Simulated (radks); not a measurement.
Valence configurations of Ag II (all share [Kr]). All-electron calculation, Dirac Kohn-Sham, BLYP, spin-unpolarised, spherical densities, point nucleus; open shells fill j = l - 1/2 first. Program: a radial shooting solver on a logarithmic mesh with Libxc functionals. Energies are relative to 4d10; eigenvalues in eV.

valence          E (eV)  e(4d3/2)  e(4d5/2)  e(5p1/2)  e(5p3/2)  e(5s1/2)
4d10              0.000   -15.926   -15.359         -         -         -
4d8 5p2          23.815   -25.719   -25.066    -9.753         -         -
4d7 5s1 5p2      34.355   -29.583   -28.889   -10.581         -   -17.063
4d8 5s1 5p1      17.863   -24.510   -23.861    -9.166         -   -15.039
4d9 5p1          10.238   -20.793   -20.183    -8.313         -         -
4d5 5s1 5p4      79.723   -40.133   -39.350   -13.388   -12.725   -21.020
4d7 5s2 5p1      27.945   -28.420   -27.730   -10.023         -   -16.359
4d7 5s1.5 5p1.5  31.132   -29.009   -28.317   -10.307         -   -16.717
4d7 5s0.5 5p2.5  37.860   -30.234   -29.538   -10.894   -10.401   -17.458
4d9.5 5p0.5       4.718   -18.350   -17.761    -7.539         -         -

NIST lists [Kr] 4d10 as the ground configuration; this level of theory agrees among the configurations tried. The energies are those of spherical spin-averaged densities, not of single terms.
